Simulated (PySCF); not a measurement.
PySCF 2.14 output of an unrestricted MN15 calculation on a single atom or ion in cc-pVTZ-DK (7s6p4d2f1g, 68 functions), with scalar relativity by spin-free X2C-1e:

```
SCF conv_tol = 1e-09
number electrons alpha = 14  beta = 14
    H. S. Yu, X. He, S. L. Li, and D. G. Truhlar.,  Chem. Sci. 7, 5032-5051 (2016)
    H. S. Yu, X. He, S. L. Li, and D. G. Truhlar.,  Chem. Sci. 7, 5032-5051 (2016)
cycle= 1 E= -1655.58343098145  delta_E= -0.0466  |g|= 0.195  |ddm|= 1.36
cycle= 2 E= -1655.56225022837  delta_E= 0.0212  |g|= 0.483  |ddm|= 0.16
cycle= 3 E= -1655.58960040229  delta_E= -0.0274  |g|= 0.0474  |ddm|= 0.146
cycle= 4 E= -1655.58991245866  delta_E= -0.000312  |g|= 0.00135  |ddm|= 0.0161
cycle= 5 E= -1655.5899126883  delta_E= -2.3e-07  |g|= 8.23e-05  |ddm|= 0.000808
cycle= 6 E= -1655.58991268914  delta_E= -8.38e-10  |g|= 3.57e-06  |ddm|= 5.49e-05
converged SCF energy = -1655.58991268914  <S^2> = -1.0658141e-14  2S+1 = 1
```

The run itself started from symmetry-adapted Hartree-Fock orbitals and held the occupation by maximum overlap, on a logarithmic radial grid, so the iterations belong to that start.

Question: Which element, charge and spin multiplicity is this?

Answer: Cu⁺ (copper, charge +1), multiplicity 1; the state was [Ar] 3d10, closed-shell 1S.
